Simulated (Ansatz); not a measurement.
## Ansatz (development build ahead of 0.2.0) run

```yaml
crystal:
  periodic: [false, false, false]
  atoms:
    - { symbol: B, position_ang: [0.0, 0.0, 0.0] }
    - { symbol: F, position_ang: [0.74545, 0.74545, 0.74545] }
    - { symbol: F, position_ang: [0.74545, -0.74545, -0.74545] }
    - { symbol: F, position_ang: [-0.74545, 0.74545, -0.74545] }
    - { symbol: F, position_ang: [-0.74545, -0.74545, 0.74545] }
basis:
  gaussian: { orbitals: cc-pVDZ }
total_charge: -1
hamiltonian:
  xc: hf
correlation:
  method: mp2
  frozen_orbitals: { B: 1, F: 1 }
```

The input is written out in the form of the current development build from the run's settings.

Output:

```yaml
Converged: yes
Reference_energy: -422.69415 hartree
Correlation_energy: -0.82302 hartree
Total_energy: -423.51717 hartree
Spin_squared_of_the_determinant: 0.000
```

Caution: no unrestricted run beside it, a lower state can exist; no diffuse functions for an anion.
